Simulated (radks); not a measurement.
Question: The mean radii <r> (bohr) of the occupied orbitals of an atom or ion are listed with their occupations. Method: non-relativistic Kohn-Sham, SCAN, spin-unpolarised, spherical densities, point nucleus; meta-GGA in the generalised Kohn-Sham scheme; computed with a radial shooting solver on a logarithmic mesh with Libxc functionals.

| orbital | occ. | <r> |
|---|---|---|
| 1s | 2 | 0.07019 |
| 2s | 2 | 0.3266 |
| 2p | 6 | 0.2904 |
| 3s | 2 | 1.014 |
| 3p | 6 | 1.086 |
| 3d | 2 | 1.422 |

Name the element and its charge.

Answer: Z = 22, titanium, charge +2: Ti2+ in [Ar] 3d2. The 1s radius gives Z: for a bare nucleus <r> = 1.5/Z, 0.06818 bohr for Z = 22, and screening makes it slightly larger (0.07019 here). The occupations add up to 20, and the charge is Z minus that.
